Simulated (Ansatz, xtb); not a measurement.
C5H9B2N: which of two isomers lies lower

We compare I, `Bc1cc(B)n(C)c1`, a singlet, with II, `BCBn1cccc1`, a singlet. Both are isolated molecules in the gas phase, relaxed with PBE-D3(BJ)/def2-SVP; the shapes shown needn't be the lowest conformers.

I (Å):

```yaml
atoms:
  - { symbol: C, position_ang: [-0.1097, -0.9055, 1.1019] }
  - { symbol: C, position_ang: [1.0977, -0.3757, 0.5529] }
  - { symbol: C, position_ang: [1.3349, -0.9241, -0.7225] }
  - { symbol: C, position_ang: [0.0710, -2.6015, -2.1584] }
  - { symbol: C, position_ang: [-0.5881, -1.7958, 0.1013] }
  - { symbol: B, position_ang: [-0.7689, -0.6126, 2.4446] }
  - { symbol: B, position_ang: [2.4836, -0.6605, -1.6742] }
  - { symbol: N, position_ang: [0.2481, -1.8068, -0.9552] }
  - { symbol: H, position_ang: [-1.8123, -1.1640, 2.7517] }
  - { symbol: H, position_ang: [-0.2595, 0.1749, 3.2217] }
  - { symbol: H, position_ang: [1.7574, 0.3534, 1.0401] }
  - { symbol: H, position_ang: [3.3460, 0.1263, -1.3355] }
  - { symbol: H, position_ang: [2.5656, -1.2093, -2.7586] }
  - { symbol: H, position_ang: [0.9280, -3.2880, -2.3016] }
  - { symbol: H, position_ang: [-0.0009, -1.9481, -3.0497] }
  - { symbol: H, position_ang: [-0.8571, -3.1948, -2.0691] }
  - { symbol: H, position_ang: [-1.4939, -2.4168, 0.1127] }
```

II (Å):

```tsv
atom	x (Å)	y (Å)	z (Å)
C	2.2250	-2.8898	-0.1221
C	-0.2815	-0.7424	2.0667
C	-1.5755	-1.0978	2.3693
C	-1.8318	-2.3665	1.7297
C	-0.6829	-2.7341	1.0674
B	1.7448	-2.4809	-1.5439
B	1.6353	-1.7146	0.7554
N	0.2894	-1.7411	1.2620
H	0.7647	-3.0038	-2.0444
H	2.2965	-1.5820	-2.1539
H	1.8411	-3.8754	0.2059
H	3.3282	-2.8168	-0.0324
H	2.2791	-0.7155	1.0067
H	0.3104	0.1363	2.3427
H	-2.2771	-0.5195	2.9814
H	-2.7672	-2.9372	1.7596
H	-0.4619	-3.6159	0.4581
```

Q: Which of the two would you expect CCSD(T)/def2-SVP + ΔMP2/def2-TZVPP electronic energies to favour?

A: Structure II; the calculation gives E(II) − E(I) = −0.875 eV.

How the difference moves with the method:

```tsv
level	geometry	E(II) − E(I) (eV)	departure from the last row (eV)	job, with rough time for the two
GFN2-xTB	GFN2-xTB	−0.297	+0.578	optimisation, 0.21 s
HF/STO-3G	GFN2-xTB	−0.922	−0.047	single point, 0.44 s
r2SCAN-D4/def2-SVP	GFN2-xTB	−0.777	+0.098	single point, 4.6 s
PBE-D3(BJ)/def2-SVP	PBE-D3(BJ)/def2-SVP	−0.757	+0.118	optimisation, 30 s
HF/def2-SVP	PBE-D3(BJ)/def2-SVP	−0.790	+0.085	part of the CCSD(T) run
MP2/def2-SVP	PBE-D3(BJ)/def2-SVP	−0.810	+0.065	part of the CCSD(T) run
CCSD(T)/def2-SVP	PBE-D3(BJ)/def2-SVP	−0.839	+0.036	single point
CCSD(T)/def2-SVP + ΔMP2/def2-TZVPP	PBE-D3(BJ)/def2-SVP	−0.875		single point, 2.7 min
```

As drawn, II has 1 B–N, 1 C–H in place of 1 C–N, 1 B–H.

The levels shown agree on the order. The largest departure from CCSD(T)/def2-SVP + ΔMP2/def2-TZVPP is that of GFN2-xTB, 0.578 eV. The last row adds to CCSD(T) the change of the MP2 difference between the two basis sets, here −0.036 eV.

With thermal terms from frequencies at re-optimised GFN2-xTB minima (ideal gas, soft modes damped towards free rotors, one conformer each, 298.15 K, 1 atm): the zero-point term adds +0.050 eV; ΔH is −0.835 and ΔG −0.834 eV.

The correlated steps freeze 8 core orbitals. Codes used: Ansatz 0.2.0, xtb 6.7.1; the last row on 4 threads of Arm Neoverse V1 on a shared host.
